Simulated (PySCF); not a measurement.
**Levels of Fe¹⁵⁺ from EOM-EA-GCCSD**

Reference: closed-shell Fe¹⁶⁺, [Ne]; one electron is added. Calculated with PySCF 2.14, two-component X2C-1e with screened spin-orbit coupling, an even-tempered Gaussian basis (18 s from 0.75 bohr⁻², ratio 2.6; 12 p from 0.97 bohr⁻², ratio 2.6; 6 d from 1 bohr⁻², ratio 2.8; 3 f from 32 bohr⁻², ratio 2.8); frozen 1s2; the 50 highest virtual spinors dropped; of the others 44 kept and the rest restored at second order. No Breit or QED terms. Binding energies in eV.

```
level  Koopmans
3s1/2    488.56
3p1/2    454.20
3p3/2    451.53
3d3/2    404.56
3d5/2    404.19
```

Task: How does correlation move these levels?

Result: 3s1/2: second order 489.18, EOM-CCSD 489.18; 3p1/2: second order 454.88, EOM-CCSD 454.88; 3p3/2: second order 452.20, EOM-CCSD 452.20; 3d3/2: second order 405.02, EOM-CCSD 405.02; 3d5/2: second order 404.65, EOM-CCSD 404.65.

For comparison, the ionisation energy of Fe¹⁵⁺ is 489.31 eV (semi-empirical (NIST evaluation); NIST Atomic Spectra Database, ionization energies).

Only part of the computed levels is shown.
